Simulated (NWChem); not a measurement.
System: CH4Cl2SSi; SMILES S([SiH](Cl)Cl)C

NWChem input:

```
start job
memory heap 200 mb stack 900 mb global 1100 mb
geometry units angstroms noautosym nocenter noautoz
  Si     0.021637    -0.343417     0.461250
  Cl     1.946123    -0.375323    -0.286724
  Cl    -0.966486    -2.059626    -0.072214
  S     -1.091493     1.256296    -0.362979
  C     -0.023754     2.655377     0.122951
  H      0.149683    -0.289834     1.938324
  H     -0.475468     3.551717    -0.322069
  H      0.008200     2.779407     1.214435
  H      0.992199     2.530084    -0.275612
end
basis spherical
  Si library def2-svp
  Cl library def2-svp
  S library def2-svp
  C library def2-svp
  H library def2-svp
end
dft
  xc xpbe96 cpbe96
  iterations 150
end
cosmo
  do_cosmo_smd true
  solvent dioxane
end
task dft energy
```

NWChem printed, in part:

```
             Northwest Computational Chemistry Package (NWChem) 7.3.0
             --------------------------------------------------------

                             Geometry "geometry" -> ""
                             -------------------------

 Output coordinates in angstroms (scale by  1.889725989 to convert to a.u.)

  No.       Tag          Charge          X              Y              Z
 ---- ---------------- ---------- -------------- -------------- --------------
    1 Si                  14.0000     0.02163700    -0.34341700     0.46125000
    2 Cl                  17.0000     1.94612300    -0.37532300    -0.28672400
    3 Cl                  17.0000    -0.96648600    -2.05962600    -0.07221400
    4 S                   16.0000    -1.09149300     1.25629600    -0.36297900
    5 C                    6.0000    -0.02375400     2.65537700     0.12295100
    6 H                    1.0000     0.14968300    -0.28983400     1.93832400
    7 H                    1.0000    -0.47546800     3.55171700    -0.32206900
    8 H                    1.0000     0.00820000     2.77940700     1.21443500
    9 H                    1.0000     0.99219900     2.53008400    -0.27561200

 Effective nuclear repulsion energy (a.u.)     431.5691355822

  pbe96 is a nonlocal functional; adding pw91lda local functional.

                                 NWChem DFT Module
                                 -----------------

 Summary of "ao basis" -> "ao basis" (spherical)
 ------------------------------------------------------------------------------
       Tag                 Description            Shells   Functions and Types
 ---------------- ------------------------------  ------  ---------------------
 Si                         def2-svp                 8       18   4s3p1d
 Cl                         def2-svp                 8       18   4s3p1d
 S                          def2-svp                 8       18   4s3p1d
 C                          def2-svp                 6       14   3s2p1d
 H                          def2-svp                 3        5   2s1p

 in cosmo_initialize ...
 calling solv_data for solv:dioxane

 solvent parameters
 solvname_short: dioxane
 solvname_long:  1,4-dioxane
 dielec:        2.2099
 dielecinf:     2.0232
 nonaqueous SMD model solvent descriptors
 dielec:        2.2099
 sola:          0.0000
 solb:          0.6400
 solc:          0.0000
 solg:         47.1400
 solh:          0.0000
 soln:          1.4224

[...]

                                COSMO-SMD solvation results
                                ---------------------------

             internal energy in gas <Psi(g)|H|Psi(g)> =     -1647.428502043236
         internal energy in solvent <Psi(s)|H|Psi(s)> =     -1647.428289841687
                               delta internal energy  =         0.000212201549 (    0.13 kcal/mol)
   total free energy in solvent <Psi(s)|H+V/2|Psi(s)> =     -1647.430720561515
 polarization energy contribution <Psi(s)|V/2|Psi(s)> =        -0.002430719828 (   -1.53 kcal/mol)
    total free energy in solvent including G(SMD-CDS) =     -1647.433362776630
                       G(SMD-CDS) energy contribution =        -0.002642215116 (   -1.66 kcal/mol)
     1 M fixed-concentration free energy of solvation =        -0.004860733394 (   -3.05 kcal/mol)

                       DFT Final Molecular Orbital Analysis
                       ------------------------------------

 Vector   35  Occ=2.000000D+00  E=-2.856586D-01
              MO Center=  5.7D-01, -1.0D+00, -1.6D-01, r^2= 4.2D+00
   Bfn.  Coefficient  Atom+Function         Bfn.  Coefficient  Atom+Function
  ----- ------------  ---------------      ----- ------------  ---------------
    30      0.418613  2 Cl py                47      0.405185  3 Cl px
    27      0.317018  2 Cl py                44      0.307475  3 Cl px
    24      0.183976  2 Cl py                41      0.177983  3 Cl px
    29      0.165308  2 Cl px                31      0.148471  2 Cl pz
    49     -0.126216  3 Cl pz                26      0.122477  2 Cl px

 Vector   36  Occ=2.000000D+00  E=-2.703624D-01
              MO Center= -4.8D-02,  2.1D-01,  2.9D-02, r^2= 5.1D+00
   Bfn.  Coefficient  Atom+Function         Bfn.  Coefficient  Atom+Function
  ----- ------------  ---------------      ----- ------------  ---------------
    31      0.284681  2 Cl pz                65      0.274869  4 S  px
    28      0.211892  2 Cl pz                49      0.210650  3 Cl pz
    62      0.210267  4 S  px                87     -0.209090  6 H  s
    67      0.179699  4 S  pz                66     -0.170079  4 S  py
    88     -0.165853  6 H  s                 46      0.155931  3 Cl pz

 Vector   37  Occ=2.000000D+00  E=-2.231351D-01
              MO Center= -8.2D-01,  1.2D+00, -2.2D-01, r^2= 2.4D+00
   Bfn.  Coefficient  Atom+Function         Bfn.  Coefficient  Atom+Function
  ----- ------------  ---------------      ----- ------------  ---------------
    67      0.523270  4 S  pz                64      0.369894  4 S  pz
    65     -0.306442  4 S  px                62     -0.216000  4 S  px
    61      0.210754  4 S  pz                97     -0.135796  8 H  s
    29     -0.129503  2 Cl px               102      0.124030  9 H  s
    59     -0.123037  4 S  px                88     -0.115710  6 H  s

 Vector   38  Occ=0.000000D+00  E=-3.112797D-02
              MO Center= -1.9D-01,  7.1D-01,  2.5D-01, r^2= 4.6D+00
   Bfn.  Coefficient  Atom+Function         Bfn.  Coefficient  Atom+Function
  ----- ------------  ---------------      ----- ------------  ---------------
    75      0.864259  5 C  s                 12     -0.659936  1 Si py
    66     -0.485422  4 S  py                11     -0.479161  1 Si px
    93     -0.413942  7 H  s                 40     -0.346000  3 Cl s
    48     -0.275306  3 Cl py                58     -0.251623  4 S  s
     9     -0.250129  1 Si py                79     -0.240982  5 C  px

[...]
```

Level: PBE/def2-SVP, SMD on the gas-phase geometry. Coordinates come from a PBE0/def2-SVP optimisation. Solvent: 1,4-dioxane.
